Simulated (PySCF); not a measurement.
## Pd(2+): excitation energy

Pd(2+) [Kr] 4d8 (3F) → Pd(2+) [Kr] 4d7 5s1 (5F), as a difference of total energies. Computed with PySCF 2.14 in x2c-TZVPPall (8s6p6d2f1g, 79 functions), with the spin-free X2C one-electron Hamiltonian (Gaussian nucleus). Correlated levels: valence: [Kr] frozen. The calculations carry no spin-orbit coupling.

```tsv
method	excitation energy (eV)
UHF	6.084
MP2 (valence)	6.838
SCS-MP2 (valence)	7.140
CCSD (valence)	6.736
CCSD(T) (valence)	6.761
```

**Question.** How much does correlation contribute at CCSD(T) (valence)?

**Answer.** 6.761 − (6.084) = 0.677 eV, measured against UHF.

The basis was made for the ground configuration and has no added diffuse functions, so the excitation energy can come out too high.
